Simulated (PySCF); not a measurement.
A calculated (PBE, PySCF 2.14, def2-SVP, the non-relativistic Hamiltonian (point nucleus)) atom or ion has these occupied shells.

| shell | electrons | orbital energy (eV) | rms radius, mean of both spins (bohr) |
| --- | --- | --- | --- |
| 1s α | 1 | -401.49 | 0.267 |
| 1s β | 1 | -400.30 | 0.267 |
| 2s α | 1 | -33.237 | 1.39 |
| 2s β | 1 | -29.791 | 1.39 |
| 2p α | 2 | -22.157 | 1.41 |

(1) Name the element and its charge.

Results:

(1) N⁺ (nitrogen, charge +1), in [He] 2s2 2p2, high-spin 3P determinant.
